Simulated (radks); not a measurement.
The numbers below are computed, except where a source is named.
Question: The mean radii <r> (bohr) of the occupied orbitals of an atom or ion are listed with their occupations. Level of theory: Dirac Kohn-Sham, PBE, spin-unpolarised, spherical densities, finite nucleus; Fermi nuclear charge, rms radius of each element as measured or else 0.836 A^(1/3) + 0.57 fm (a radial shooting solver on a logarithmic mesh with Libxc functionals).

| orbital | occ. | <r> |
|---|---|---|
| 1s1/2 | 2 | 0.06355 |
| 2s1/2 | 2 | 0.2929 |
| 2p1/2 | 2 | 0.2579 |
| 2p3/2 | 4 | 0.2607 |
| 3s1/2 | 2 | 0.9046 |
| 3p1/2 | 2 | 0.9653 |
| 3p3/2 | 4 | 0.9747 |
| 3d3/2 | 4 | 1.782 |
| 3d5/2 | 2 | 1.808 |

Name the element and its charge. Open shells, if any, fill j = l - 1/2 first.

Answer: Z = 24, chromium, charge 0: Cr in [Ar] 3d6. The 1s radius gives Z: for a bare nucleus <r> = (2 gamma + 1)/(2Z) with gamma = sqrt(1 - (Z/c)^2), 0.06186 bohr for Z = 24, and screening makes it slightly larger (0.06355 here). The occupations add up to 24, and the charge is Z minus that.
